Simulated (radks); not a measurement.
Task: These are the eigenvalues of the occupied orbitals of an atom or ion with whole-number occupations (hartree). All-electron calculation, Dirac Kohn-Sham, PBE, spin-unpolarised, spherical densities, finite nucleus; Fermi nuclear charge, rms radius of each element as measured or else 0.836 A^(1/3) + 0.57 fm. Program: a radial shooting solver on a logarithmic mesh with Libxc functionals.

1s1/2: -2037.961
2s1/2: -341.7031
2p1/2: -325.3112
2p3/2: -293.8219
3s1/2: -77.26778
3p1/2: -70.08885
3p3/2: -63.51247
3d3/2: -51.19310
3d5/2: -49.75646
4s1/2: -16.23496
4p1/2: -13.38202
4p3/2: -11.90342
4d3/2: -7.20263
4d5/2: -6.93358
5s1/2: -2.93836
5p1/2: -2.14429
5p3/2: -1.94205
4f5/2: -1.30493
4f7/2: -1.26647

Which element is it, and in what charge state? The configuration may be excited. Open shells, if any, fill j = l - 1/2 first.

Result: Z = 67, holmium, charge +3: Ho3+ in [Xe] 4f10. The list shows which subshells hold electrons but not how many an open one holds; the 1s level, -2038 hartree, gives Z - s = 63.8 by -(Z - s)^2/2, which with screening and relativity narrows Z to a few neighbours, and the depths of the outer levels then fix element, charge and occupations together.
